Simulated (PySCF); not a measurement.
```xyz
5
charge 0 multiplicity 1, angstrom
Ge    0.0000    0.0000    0.0000
Cl    1.7285    0.0000    1.2222
Cl    0.0000    1.7285   -1.2222
Cl   -1.7285    0.0000    1.2222
Cl    0.0000   -1.7285   -1.2222
```

Computed with PBE0 in PySCF with Ge def2-TZVP, Cl def2-TZVP; no relativity; density-fitted integrals.

This geometry of GeCl₄ is a stationary point at this level.

What is the point group?

Td.

Is it a minimum?

Yes: all harmonic wavenumbers are real.

List the harmonic modes with their infrared intensities.


| symmetry | ω (cm⁻¹) | IR (km/mol, summed over degenerate members) | type |
| --- | --- | --- | --- |
| e | 123 | 0.0 | bend |
| t2 | 169 | 25.9 | bend |
| a1 | 400 | 0.0 | stretch |
| t2 | 463 | 260 | stretch |

Give the atomic charges and bond orders.


```json
{"atom": "Ge1", "Mulliken": "0.92", "Löwdin": "-0.71", "polar tensor": "2.02", "Mayer order to Ge1": "–"}
{"atom": "Cl2,3,4,5", "Mulliken": "-0.23", "Löwdin": "0.18", "polar tensor": "-0.50", "Mayer order to Ge1": "1.09"}
```

In Td the vibrations span e + 2t2 + a1. The a1, e modes carry no infrared intensity, as symmetry demands.
